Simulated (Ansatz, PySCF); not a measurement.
Process, species as SMILES: C[SiH](C)C [trimethylsilane] -> C[Si-](C)C + H+
Each molecule is optimised on its own at B3LYP-D3(BJ)/def2-TZVP (Ansatz, an electronic-structure program). Frequencies are from Ansatz or PySCF.

Wanted: gas-phase deprotonation energy (0 K, with B3LYP-D3(BJ) harmonic zero-point energies), in kJ/mol. Correlated levels leave the core frozen unless marked. Spin-orbit coupling is left out. No relativistic terms. Anions need diffuse functions: aug- sets have them; def2-D sets add few; the other sets have none. Basis-set limits of correlation are two-point, X^-3; Hartree-Fock from the larger set. [CCSD(T)-MP2]/basis is that difference in the basis named.

```json
[
 {"level": "PBE-D4/def2-TZVPD", "program": "Ansatz + dftd4", "gas-phase deprotonation energy (kJ/mol)": "1589.1"},
 {"level": "BLYP/def2-TZVPD", "program": "Ansatz", "gas-phase deprotonation energy (kJ/mol)": "1599.2"},
 {"level": "B3LYP-D3(BJ)/def2-TZVPD", "program": "Ansatz + dftd3", "gas-phase deprotonation energy (kJ/mol)": "1616.3"},
 {"level": "PBE0/def2-QZVPP", "program": "Ansatz", "gas-phase deprotonation energy (kJ/mol)": "1620.4"},
 {"level": "HSE06-D3(BJ)/def2-TZVPD", "program": "Ansatz + dftd3", "gas-phase deprotonation energy (kJ/mol)": "1615.6"},
 {"level": "HSE06-D4/def2-TZVPD", "program": "Ansatz + dftd4", "gas-phase deprotonation energy (kJ/mol)": "1611.7"},
 {"level": "HSE06/def2-TZVPD", "program": "Ansatz", "gas-phase deprotonation energy (kJ/mol)": "1615.6"},
 {"level": "MP2/CBS(aug-cc-pV(T+d)Z,aug-cc-pV(Q+d)Z)", "program": "Ansatz", "gas-phase deprotonation energy (kJ/mol)": "1611.0"},
 {"level": "SCS-MP2/STO-3G", "program": "Ansatz", "gas-phase deprotonation energy (kJ/mol)": "2083.7"},
 {"level": "CCSD/STO-3G", "program": "Ansatz", "gas-phase deprotonation energy (kJ/mol)": "2090.9"},
 {"level": "CCSD/cc-pwCVTZ", "program": "Ansatz", "gas-phase deprotonation energy (kJ/mol)": "1639.1"},
 {"level": "CCSD(T)/STO-3G", "program": "Ansatz", "gas-phase deprotonation energy (kJ/mol)": "2090.6"},
 {"level": "CCSD(T)/6-31G", "program": "Ansatz", "gas-phase deprotonation energy (kJ/mol)": "1604.6"},
 {"level": "RI-MP2/CBS(aug-cc-pV(T+d)Z,aug-cc-pV(Q+d)Z)+[CCSD(T)-MP2]/aug-cc-pV(T+d)Z", "program": "Ansatz", "gas-phase deprotonation energy (kJ/mol)": "1612.7"},
 {"level": "CCSD(T)/CBS(aug-cc-pV(T+d)Z,aug-cc-pV(Q+d)Z)", "program": "Ansatz", "gas-phase deprotonation energy (kJ/mol)": "1614.3"}
]
```
